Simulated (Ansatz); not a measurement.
Al4B2 (the lowest singlet isomer of a short search), 6 atoms. Hardware: 4 threads of INTEL XEON PLATINUM 8581C on a shared host.

(1) How many basis functions does each of these Ansatz runs have, and roughly what does it cost? HF/STO-3G, charge 0 singlet, energy; LC-ωPBE (ω = 0.10 bohr⁻¹)/def2-SVP, charge 1 doublet at the geometry of the charge 0 singlet, energy, from earlier orbitals; PBE0-D4/def2-TZVPD, charge -1 doublet, energy, from earlier orbitals; PBE0-D4/def2-TZVP, charge 1 doublet at the geometry of the charge 0 singlet, energy; B3LYP-D4/def2-SVP, charge 0 quintet, relaxation, 27 steps; HF/def2-TZVP, charge 0 triplet, energy, from earlier orbitals; LC-ωPBE (ω = 0.30 bohr⁻¹)/def2-SVP, charge 0 singlet, energy, from earlier orbitals; HF/def2-TZVP, charge 0 quintet, energy, from earlier orbitals; PBE-D4/def2-SVP, charge 0 singlet, energy, from earlier orbitals; r2SCAN-D4/def2-TZVP, charge 0 singlet, energy, from earlier orbitals; PBE-D4/def2-TZVPD, charge -1 doublet at the geometry of the charge 0 singlet, energy, from earlier orbitals; LC-ωPBE (ω = 0.15 bohr⁻¹)/def2-SVP, charge 1 doublet at the geometry of the charge 0 singlet, energy, from earlier orbitals.

## Answers

(1) Other jobs shared the machine, so times can vary by a factor of up to 3. A dash marks memory too small to be measured apart from the calling script's.

| run | functions | fitting or Cholesky vectors | wall time | peak host memory (GiB) |
| --- | --- | --- | --- | --- |
| HF/STO-3G, charge 0 singlet, energy | 46 | 512 | 0.15 s | – |
| PBE-D4/def2-SVP, charge 0 singlet, energy, from earlier orbitals | 100 | 1080 | 0.6 s | – |
| LC-ωPBE (ω = 0.30 bohr⁻¹)/def2-SVP, charge 0 singlet, energy, from earlier orbitals | 100 | 1080 | 0.85 s | – |
| r2SCAN-D4/def2-TZVP, charge 0 singlet, energy, from earlier orbitals | 210 | 1374 | 2.3 s | – |
| LC-ωPBE (ω = 0.15 bohr⁻¹)/def2-SVP, charge 1 doublet at the geometry of the charge 0 singlet, energy, from earlier orbitals | 100 | 1080 | 2.9 s | – |
| LC-ωPBE (ω = 0.10 bohr⁻¹)/def2-SVP, charge 1 doublet at the geometry of the charge 0 singlet, energy, from earlier orbitals | 100 | 1080 | 3.8 s | – |
| PBE-D4/def2-TZVPD, charge -1 doublet at the geometry of the charge 0 singlet, energy, from earlier orbitals | 246 | 1386 | 6 s | 0.88 |
| HF/def2-TZVP, charge 0 quintet, energy, from earlier orbitals | 210 | 1718 | 7 s | 1.1 |
| PBE0-D4/def2-TZVP, charge 1 doublet at the geometry of the charge 0 singlet, energy | 210 | 1454 | 7 s | 0.86 |
| PBE0-D4/def2-TZVPD, charge -1 doublet, energy, from earlier orbitals | 246 | 1506 | 7.5 s | 1.1 |
| HF/def2-TZVP, charge 0 triplet, energy, from earlier orbitals | 210 | 1718 | 8.5 s | 1.1 |
| B3LYP-D4/def2-SVP, charge 0 quintet, relaxation, 27 steps | 100 | 1014 | 33 s | – |
